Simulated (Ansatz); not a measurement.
Compare A (`C[SiH](O)BO`) with its isomer B (`BOC(O)[SiH3]`).

Isolated molecules relaxed with PBE0-D4/def2-TZVP in Ansatz; ΔE leaves out vibrations. CCSD(T)/CBS is the MP2 limit (def2-TZVPP, def2-QZVPP) plus CCSD(T) − MP2 in def2-TZVPP, frozen cores. DFT in def2-TZVPP. B3LYP here is the variant with VWN-RPA as its local correlation; programs differ in this. Each species was taken in one conformer, which may not be the lowest.

Q: Which isomer does CCSD(T)/CBS put lower? Give the gap. (An estimate is asked.)

A: The calculation gave: A, by 56.6 kcal/mol.

Q: Give E(B) − E(A) in kcal/mol with ωB97M-V, BLYP-D4, r2SCAN-D4, B3LYP, B2PLYP, PBE0-D4, B3LYP-D4. (Best estimate.)

A: Ansatz gave: ωB97M-V 54.6, BLYP-D4 52.3, r2SCAN-D4 56.1, B3LYP 54.1, B2PLYP 55.2, PBE0-D4 55.6, B3LYP-D4 53.8. None reverses the order clearly.

Q: Does the order hold for the free energy at 298.15 K (harmonic terms from PBE0-D4)? (An estimate is asked.)

A: The calculation gave: Yes: G(B) − G(A) = +54.7 kcal/mol, for one conformer each. Modes under 60 cm⁻¹, often nearly free rotors, make the harmonic entropy too high.

Largest T1 diagnostic: 0.014.

From BLYP to BHLYP (50 % exact exchange), in def2-TZVPP and without D4, E(B) − E(A) moves by +2.1 kcal/mol. Leaving LDA and LC-ωPBE aside and taking each functional with its dispersion term where it has one, the values, not all of them listed here, spread over 5.5 kcal/mol, from BLYP-D4 to B97M-V. LDA lies −1.9 kcal/mol from PBE without D4.
